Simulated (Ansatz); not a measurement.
A calculation with Ansatz (development build ahead of 0.2.0).

```yaml
crystal:
  periodic: [false, false, false]
  atoms:
    - { symbol: Fe, position_ang: [0.0, 0.0, 0.0] }
basis:
  gaussian: { orbitals: pcseg-2 }
magnetization:
  spin_polarized: true
  initial_magnetization: 4
hamiltonian:
  xc: pbe0
```

The input is written out in the form of the current development build from the run's settings.

Output:

```
Converged                       : yes
Total energy                    : -1263.45854 hartree
Spin squared of the determinant : 6.010
```
